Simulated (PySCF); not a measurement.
Structure and largest two-photon cross section among the few lowest singlets (linear parallel light, single beam, Lorentzian half width 0.1 eV, states within 0.08 eV summed)

Method: TDDFT CAM-B3LYP/aug-cc-pVDZ excited states, vertical, gas phase in PySCF 2.14.0. Geometry: PBE0-D3(BJ)/def2-SVP.

Each molecule in one low-energy conformer.

The calculation is non-relativistic, which matters for the atoms heavier than Zn.

(1) How does the largest two-photon cross section among the few lowest singlets (linear parallel light, single beam, Lorentzian half width 0.1 eV, states within 0.08 eV summed) change along this series?
- CC=C=C(C)[Se]C (H replaced by SeCH3)
- CC=C=C(C)N(C)C (H replaced by N(CH3)2)
- CC=C=C(C)C(F)(F)F (H replaced by CF3)

## Answers

(1) 
```
         molecule  S1 (eV)  f(S1)  largest σ (GM)  at photon λ (nm)
   CC=C=C(C)[Se]C     4.21  0.000             6.2               428
   CC=C=C(C)N(C)C     4.72  0.002             6.7               459
CC=C=C(C)C(F)(F)F     5.72  0.000             2.5               362
```
The largest two-photon cross section among the few lowest singlets (linear parallel light, single beam, Lorentzian half width 0.1 eV, states within 0.08 eV summed) is lowest for CC=C=C(C)C(F)(F)F and highest for CC=C=C(C)N(C)C.
